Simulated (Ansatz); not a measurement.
Abridged output of a molecular run in Ansatz:

```
Functional definition: HF
1552 factors; integrals over basis functions are off by at most 8.7e-4 eV
mean field evaluation 1: about -66387.5108 eV, gradient 6.1e1 eV
mean field evaluation 2: about -66387.7337 eV, gradient 6.1e1 eV
mean field evaluation 4: about -66394.1775 eV, gradient 4.0e0 eV
mean field evaluation 8: about -66394.2450 eV, gradient 3.6e-1 eV
mean field -66394.24571179 eV, -2439.9435262720 hartree, gradient 4.8e-6 eV, S^2 0.000000; 0 other end points of the search recorded, 0 dependent functions left out
17 core orbitals not correlated: weight in the atoms' cores, before any rotation towards them, 1.000 or more for the frozen orbitals, at most 0.000 for the correlated occupied ones
reference -66394.24571179 eV, -2439.9435262720 hartree; 20, 20 occupied and 216, 216 virtual orbitals, 1552 factors
second order -29.10163120 eV of doubles, -0.00000000 eV of singles
cycle   1  -28.51136075 eV  change    5.9e-1 eV  update   1.3e-1
cycle   2  -29.32462026 eV  change   -8.1e-1 eV  update   4.0e-2
cycle   3  -29.50612102 eV  change   -1.8e-1 eV  update   2.0e-2
cycle   4  -29.48121852 eV  change    2.5e-2 eV  update   4.7e-3
cycle   5  -29.47882952 eV  change    2.4e-3 eV  update   2.3e-3
cycle   6  -29.48050432 eV  change   -1.7e-3 eV  update   6.5e-4
cycle   7  -29.48014095 eV  change    3.6e-4 eV  update   2.5e-4
cycle   8  -29.48003860 eV  change    1.0e-4 eV  update   8.0e-5
cycle   9  -29.48006787 eV  change   -2.9e-5 eV  update   3.4e-5
perturbative correction -1.08351927 eV, -0.0398185986 hartree
Total energy: -66424.80929892 eV, -2441.0667173824 hartree
```

Its atoms:

Cartesian coordinates in Å:
```
O -1.708 -0.281 -1.432
Ga -0.145 0.471 -1.084
O 0.639 1.539 -2.260
O 0.638 0.145 0.465
Si 0.347 -0.726 1.818
H -2.059 -0.049 -2.294
H 1.481 1.883 -1.953
H 1.475 -0.506 2.760
H -0.919 -0.297 2.471
H 0.251 -2.179 1.510
```

Which basis set was used?
A. cc-pV(D+d)Z
B. def2-TZVPPD
C. def2-TZVPP
D. def2-SVP

C. It gives 253 functions.

Write the keys of the input that set method, charge and spin (a neutral closed shell needs none for the last two).


```yaml
correlation: {method: ccsd_t}
```
